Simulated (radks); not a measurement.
The sulfur anion S2-, [Ar], held by a Watson sphere: a shell of charge +2 at radius R that stands for the Madelung well of a crystal (potential energy -2/R inside, -2/r outside, in hartree with lengths in bohr). All-electron calculation, scalar-relativistic Kohn-Sham, r2SCAN, spin-polarised, spherical densities, finite nucleus; meta-GGA in the generalised Kohn-Sham scheme; Fermi nuclear charge, rms radius of each element as measured or else 0.836 A^(1/3) + 0.57 fm. Program: a radial shooting solver on a logarithmic mesh with Libxc functionals.

| R (bohr) | e(2p) (eV) | e(3s) (eV) | e(3p) (eV) | <r> 3p (bohr) | sum of <r^2> (bohr^2) | X-ray form factor at sin(theta)/lambda = 0.1 1/angstrom |
|---|---|---|---|---|---|---|
| 2.4 | -155.97 | -18.038 | -7.935 | 2.162 | 42.68 | 15.391 |
| 2.78 | -155.79 | -16.979 | -7.100 | 2.252 | 46.06 | 15.243 |
| 2.95 | -155.68 | -16.554 | -6.739 | 2.289 | 47.51 | 15.184 |
| 3.31 | -155.39 | -15.746 | -6.015 | 2.363 | 50.49 | 15.073 |
| 4.13 | -154.60 | -14.300 | -4.611 | 2.505 | 56.82 | 14.877 |
| 4.46 | -154.29 | -13.841 | -4.142 | 2.555 | 59.27 | 14.817 |
